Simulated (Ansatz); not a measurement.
Stepwise reaction of `OB(O)O[SiH3]` with hydrogen chloride, as a gas-phase model of exchange steps in deposition or etching. ΔE in kJ/mol; ΔG adds harmonic PBE0-D4 terms to CCSD(T)/CBS, at 1 bar.

Computed with Ansatz on PBE0-D4/def2-TZVP structures; ΔE is electronic, products minus reactants. CCSD(T)/CBS is the MP2 limit (def2-TZVPP, def2-QZVPP) plus CCSD(T) − MP2 in def2-TZVPP, frozen cores. This one scheme is used for every species. Functionals use def2-TZVPP. B3LYP here is the variant with VWN-RPA as its local correlation; programs differ in this. Each species was taken in one conformer, which may not be the lowest.

```tsv
step	reaction	PBE-D4	B3LYP-D4	ωB97M-V	CCSD(T)/CBS	ΔG(400 K)
1	`OB(O)O[SiH3]` + HCl → `OB(Cl)O[SiH3]` + H₂O	34.9	42.1	41.8	38.9	37.3
2	`OB(Cl)O[SiH3]` + HCl → `[SiH3]OB(Cl)Cl` + H₂O	42.7	50.4	50.1	46.1	46.1
```

Problem. By hand: ΔE of the 2 steps together at CCSD(T)/CBS.

Solution. (38.9) + (46.1) = 85.0 kJ/mol, or 42.5 kJ/mol a step.

In ΔE each step is higher than the one before. All are uphill at CCSD(T)/CBS. ΔG lies between 37.3 and 46.1 kJ/mol a step. PBE-D4 differs from CCSD(T)/CBS by -4.0 to -3.4 kJ/mol a step. Isolated molecules leave out the surface, adducts and barriers. Largest T1 diagnostic: 0.012.
